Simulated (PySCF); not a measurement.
A compound of formula C26H15F15 has these computed shifts in ppm, with the number of atoms in brackets (GIAO KT3/pcSseg-1, gas phase, PySCF SCF with an in-house response code, fitting set def2-universal-JFIT, grid level 2, non-relativistic, on the GFN2-xTB geometry; 13C, 1H against isolated TMS; 19F against isolated CFCl3).

1H: 3.70 (1), 3.66 (1), 2.84 (1), 2.75 (1), 2.55 (1), 2.42 (1), 2.29 (1), 1.89 (1), 1.80 (1), 1.52 (3), 0.75 (3)
13C: 145.5 (2), 144.3 (2), 144.1 (2), 141.0 (1), 140.8 (1), 140.5 (1), 138.9 (2), 138.8 (2), 138.4 (2), 117.2 (1), 117.0 (1), 113.3 (1), 40.8 (1), 40.1 (1), 38.9 (1), 38.4 (1), 34.3 (1), 32.4 (1), 18.8 (1), 16.4 (1)
19F: -165.2 (2), -166.7 (2), -166.8 (2), -183.1 (1), -184.3 (1), -184.4 (1), -188.1 (2), -188.1 (2), -188.7 (2)

(1) Which structure gave them?

## Answers

(1) CC[C@H](C[C@@H](C[C@H](C)c1c(F)c(F)c(F)c(F)c1F)c1c(F)c(F)c(F)c(F)c1F)c1c(F)c(F)c(F)c(F)c1F. Other isomers were not compared.
